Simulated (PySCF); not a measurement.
Indolizine, C8H7N.
SMILES with atom numbers: `[cH:1]1[cH:2][cH:3][n:4]2[cH:5][cH:6][cH:7][c:8]2[cH:9]1`

Definitions: NICS(0) = −σiso at the ring centroid; NICS(1) = −σiso and NICS(1)zz = −σzz at ±1 Å along the ring normal z. Level: GIAO PBE0/pcSseg-1 (PySCF, non-relativistic, gas phase) on the GFN2-xTB geometry, one conformer.

Rings: 1. C1–C2–C3–N4–C8–C9; 2. N4–C5–C6–C7–C8.

| set | NICS(0) | NICS(1), two faces | NICS(1)zz, two faces |
| --- | --- | --- | --- |
| P | -17.1 | -14.8 / -14.8 | -40.0 / -40.0 |
| Q | -6.0 | -7.9 / -7.9 | -18.9 / -18.8 |

Problem. Which set (ppm) belongs to which ring?

Solution. P = 2, Q = 1.
- 1 (6-membered ring with N; formal bonds all aromatic): mean NICS(1)zz -18.8 ppm, shielded.
- 2 (5-membered ring with N; formal bonds all aromatic): mean NICS(1)zz -40.0 ppm, shielded. The ring is flat and has no four-coordinate atom; by the NICS criterion it is aromatic, though in fused rings the probe also feels the neighbouring ring.

Problem. How do the rings differ in shape?

Solution. 
```csv
ring,bond lengths (Å),rms pucker (Å),HOMA,nearest outside atom to a NICS(1) probe (Å)
1,"1.415, 1.357, 1.358, 1.397, 1.406, 1.364",0.00,0.82,hydrogen 2.65
2,"1.351, 1.379, 1.396, 1.387, 1.397",0.00,0.91,hydrogen 2.46
```

HOMA = 1 − mean of α(R − Ropt)² over the ring bonds, with Krygowski's 1993 parameters (CC: Ropt 1.388 Å, α 257.7 Å⁻²; CN: Ropt 1.334 Å, α 93.52 Å⁻²).
